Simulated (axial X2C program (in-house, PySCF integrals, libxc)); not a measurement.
**Correcting the dissociation energy of LiIn for spin–orbit coupling**

A spin-free PBE0 curve (one-electron X2C) was computed with an in-house all-electron X2C program for linear molecules (integrals from PySCF), basis In dyall-cv3z [11s12p9d4f1g], Li dyall-cv3z [7s8p2d] (cores contracted in-house), for the state M_S = 0, Λ = 0 (closed shell). It gives D0 = 0.863 eV to In + Li, which in a spin-free picture are the weighted means of the ground terms.

Measured levels of the ground terms (NIST Handbook of Basic Atomic Spectroscopic Data), in cm⁻¹: In 2P: J = 1/2 at 0, J = 3/2 at 2212.6; Li 2S: J = 1/2 at 0.

The molecular state has Λ = 0, so it has no first-order lowering.

Problem. How far does each ground level lie under the (2J+1)-weighted mean of its term?

Solution. In: (2 × 0 + 4 × 2212.6)/6 = 1475 cm⁻¹; Li: a single level, 0.

Problem. Correct D0.

Solution. D0 = 0.863 + (0 − 1475)/8065.5 = 0.680 eV at PBE0 with these spin–orbit terms.

Second-order spin–orbit effects in the molecule, which grow quickly with Z, are left out. The state is one determinant whose occupation by symmetry is held fixed; it was picked as the lowest of a PBE0 search that is not exhaustive. De is counted from the lowest determinant-based energies of the atoms at the same level, without counterpoise correction. PBE0 can misorder states that lie within some tenths of an eV, so this need not be the ground state of the molecule. The nearest other spin-free determinant of the search, M_S = 1, Λ = 1, lies 0.23 eV up at the distance of the search.
